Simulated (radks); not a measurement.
Spherical quantum dot in the effective-mass picture: electrons in a hard-walled sphere of radius 2.7, with a point charge +2 (a donor) at the centre, all in effective atomic units (hartree* = m*/eps^2 hartree, bohr* = eps/m* bohr), one dielectric constant everywhere. Method: non-relativistic Kohn-Sham, LDA (Slater exchange, Perdew-Wang correlation), spin-polarised, spherical densities; computed with a radial shooting solver with Libxc functionals. Levels are named by radial order and angular momentum (1s, 1p, 1d, 2s, ...), and open shells are averaged over m.

N = 14, configuration 1s2 1p6 1d(up 4, down 0) 2s2. This is the lowest configuration that the search found. Occupied and some empty levels:

level,occupation,eigenvalue (hartree*),<r> (bohr*)
1s up,1,6.2436,1.352
1s down,1,6.3153,1.315
1p up,3,6.9100,1.737
1p down,3,7.0114,1.732
2s up,1,7.6209,1.200
1d up,4,7.6588,1.849
2s down,1,7.6729,1.228
1d down,0,7.7653,1.848
1f up,0,8.6101,1.926
1f down,0,8.7180,1.926
2p up,0,9.6520,1.381
2p down,0,9.7122,1.380
1g up,0,9.7557,1.985
1g down,0,9.8635,1.986

Energy (hartree*): total 49.2487, kinetic 26.046, external -22.565, Hartree 53.371, exchange-correlation -7.6029.

Electron density:

r (bohr*),n(r) (e/bohr*^3)
0.136,3.048
0.271,1.815
0.406,1.103
0.541,0.6894
0.675,0.4523
0.810,0.3223
0.945,0.2594
1.08,0.2390
1.22,0.2445
1.35,0.2629
1.48,0.2836
1.62,0.2967
1.75,0.2944
1.89,0.2715
2.02,0.2282
2.16,0.1692
2.29,0.1052
2.43,0.04919
2.56,0.01238
2.70,0.00003004
